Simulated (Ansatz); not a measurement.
Species: BSi2H6, charge 0, doublet. BSi2H6 (SMILES [SiH3][B][SiH3], doublet).
B3LYP-D3(BJ)/def2-TZVP minimum from Ansatz (a program for electronic structure):
```
B
Si 1 1.9594
H 2 1.4853 1 114.18
H 2 1.4856 3 107.64 1 -128.19
H 2 1.4897 3 108.54 4 -117.26
Si 1 1.9594 5 147.76 2 -176.83
H 6 1.4853 1 114.18 5 -63.92
H 6 1.4856 7 107.64 1 -128.19
H 6 1.4897 7 108.54 8 -117.26
```
Charge 0, spin multiplicity 2.

Total energies in cc-pV(D+d)Z, 17 correlated electrons, 11 frozen orbitals. Open shells are spin-unrestricted; no spin-orbit coupling. Correlated methods leave the cores frozen. No relativity.

```json
[
 {"method": "HF", "program": "Ansatz", "energy (Eh)": "-605.95764", "minus CCSDT(Q) (mEh)": "338.72"},
 {"method": "MP2", "program": "Ansatz", "energy (Eh)": "-606.22055", "minus CCSDT(Q) (mEh)": "75.82"},
 {"method": "CCSD", "program": "Ansatz", "energy (Eh)": "-606.28571", "minus CCSDT(Q) (mEh)": "10.65"},
 {"method": "CCSD(T)", "program": "Ansatz", "energy (Eh)": "-606.29419", "minus CCSDT(Q) (mEh)": "2.17"},
 {"method": "CCSDT(Q)", "program": "Ansatz", "energy (Eh)": "-606.29636", "minus CCSDT(Q) (mEh)": "0.00"}
]
```

Rough core times of Ansatz's runs on a shared machine: CCSD(T) 70 s, CCSDT(Q) 30 min.
